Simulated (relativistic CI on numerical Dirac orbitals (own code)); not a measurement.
## One change at a time: Pb IX

Base calculation: Dirac-Coulomb-Breit CI, orbitals from a KLI potential per configuration, model QED, unscaled Slater integrals.

CI space (outside the closed core [Kr] 4d10 4f14): 5s2.5p6.5d6, 5s2.5p6.5d5.6s, 5s2.5p6.5d5.5f, 5s2.5p5.5d7, 5s2.5p6.5d4.6s2, 5s2.5p6.5d5.6p, 5s2.5p6.5d5.5g, 5s2.5p6.5d4.6s.6p, 5s2.5p4.5d8, 5s2.5p6.5d5.6d, 5s2.5p6.5d4.6p2, 5s2.5p6.5d5.7p, 5s.5p5.5d8. Levels of other configurations are missing.

Variants: (1) valence Slater integrals scaled by 0.9; (2) configuration mixing switched off; (3) only the first 3 configurations. Shifts of the energy above 5s2.5p6.5d6 5D_4, in cm⁻¹, for the lowest level and the first level of each name with at least 55 % of one term (blank where a level changes its place among those of its configuration and J or its character, or is not in the variant):

```
              Level      Base     Δ(1)     Δ(2)     Δ(3)
   5s2.5p6.5d6 5D_4       0.0      0.0      0.0      0.0
   5s2.5p6.5d6 5D_3   16369.0   +515.8   -382.0   -418.0
   5s2.5p6.5d6 5D_1   20967.5   +200.9   +330.2   +252.0
   5s2.5p6.5d6 3G_5   35910.1  -1911.9  -1140.5  -1146.1
   5s2.5p6.5d6 3H_6   37014.4  -2016.7  -1990.3  -1834.0
   5s2.5p6.5d6 3D_1   52932.3  -2640.3  +1763.7  +1185.9
   5s2.5p6.5d6 3D_2   54093.4  -2500.6  +2168.6  +1746.9
   5s2.5p6.5d6 3P_0   58908.6  -4265.6  +2876.9  +2547.5
   5s2.5p6.5d6 3D_3   59548.5  -2843.6  +1326.5   +826.0
   5s2.5p6.5d6 3H_5   60455.8  -1909.9  -1291.8  -1302.0
   5s2.5p6.5d6 1I_6   67657.1  -2796.0  -2354.1  -2207.2
   5s2.5p6.5d6 3P_1   72727.0  -2629.4  +1328.5   +982.7
5s2.5p6.5d5.6s 7S_3  226169.6  +2794.6  -3578.3  -3384.7
5s2.5p6.5d5.6s 5G_6  269843.4   -854.4  -3239.8  -3051.6
5s2.5p6.5d5.6s 5G_5  271341.4   -835.6  -3250.1  -3064.9
5s2.5p6.5d5.6s 5D_0  283006.1  -1367.2  -3097.8  -2618.3
5s2.5p6.5d5.6s 3I_6  294616.1  -1815.6  -3103.2  -2918.5
```

At this charge configurations can still be misplaced by up to about 7 % of their energy. Terms inside the open d or f shell come out 10 to 20 % too wide with unscaled integrals. Levels and lines within the n = 5 or 6 shells can be off by up to 10 % or somewhat more, and those that change n by about 2 %, since core polarisation is missing.

Ionisation energy from the two ground configurations alone: base 137.725 eV; valence Slater integrals scaled by 0.9 137.957 eV. The NIST ASD value (theoretical) is 138 eV.

LS names give the leading component of a level, which can be under half, so a name can repeat, a term be missing and a line seem to break the LS rules.
